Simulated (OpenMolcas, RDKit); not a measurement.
**A ladder of methods for GeSiH6O (SMILES [OH][GeH2][SiH3])**

GeSiH6O has 9 atoms, charge 0, and is taken as a singlet. As SMILES, `[OH][GeH2][SiH3]`. The coordinates come from a PBE0-D4/def2-TZVP relaxation. This is one conformer, not always the lowest.

Each level gives the HOMO–LUMO gap (eV). The values are calculated.

```
          level            kind     program  value (eV)   CPU time
extended Hückel  semi-empirical       RDKit       11.02  under 2 s
     HF/cc-pVDZ    Hartree–Fock  OpenMolcas       13.72      7.6 s
  SVWN5/cc-pVDZ             LDA  OpenMolcas        5.16       19 s
 revPBE/cc-pVDZ             GGA  OpenMolcas        5.33       30 s
 r2SCAN/cc-pVDZ        meta-GGA  OpenMolcas        5.90       38 s
  B3LYP/cc-pVDZ   global hybrid  OpenMolcas        7.06       28 s
   PBE0/cc-pVDZ   global hybrid  OpenMolcas        7.51       27 s
 B2PLYP/cc-pVDZ   double hybrid  OpenMolcas        9.86       19 s
```

All-electron rows without a relativistic Hamiltonian named are non-relativistic. The values span 5.16 to 13.72 eV. Orbital gaps aren't excitation energies, and those of double hybrids come from the SCF part alone; they tend to grow with the share of exact exchange. Times are those of the runs behind each value, whatever else they computed, on shared processors of several kinds: orders of magnitude only.
